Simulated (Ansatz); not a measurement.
PBE exchange is replaced step by step with exact exchange (0 % is PBE, 25 % PBE0; no dispersion term), basis def2-TZVP, Ansatz. System: the cluster Ag2H. The state is a doublet with charge 0. Geometry: r2SCAN-D4/def2-TZVP, each spin state at its own.

Geometry of the doublet:

```xyz
3

Ag    0.7415   -1.0000    0.8559
Ag   -1.1548    0.6593   -0.7178
H     0.4133    0.3407   -0.1381
```

In the def2 sets Ag takes a core potential; there is no spin–orbit coupling. The structure comes from a short search, and lower isomers may exist.

HOMO and LUMO are taken over both spins.

| exact exchange (%) | HOMO (eV) | LUMO (eV) | gap (eV) | ⟨S²⟩ | quartet − doublet (kJ/mol) |
| --- | --- | --- | --- | --- | --- |
| 0 | -3.98 | -3.42 | 0.57 | 0.753 | 316.4 |
| 5 | -4.04 | -3.20 | 0.84 | 0.753 | 317.2 |
| 10 | -4.10 | -2.99 | 1.11 | 0.754 | 317.9 |
| 15 | -4.16 | -2.78 | 1.38 | 0.755 | 318.5 |
| 25 | -4.27 | -2.37 | 1.91 | 0.758 | 319.4 |
| 35 | -4.39 | -2.10 | 2.28 | 0.760 | 319.9 |

**Question.** Estimate the row for 50 %.

**Answer.** 
| exact exchange (%) | HOMO (eV) | LUMO (eV) | gap (eV) | ⟨S²⟩ | quartet − doublet (kJ/mol) |
| --- | --- | --- | --- | --- | --- |
| 50 | -4.54 | -1.78 | 2.77 | 0.764 | 319.6 |
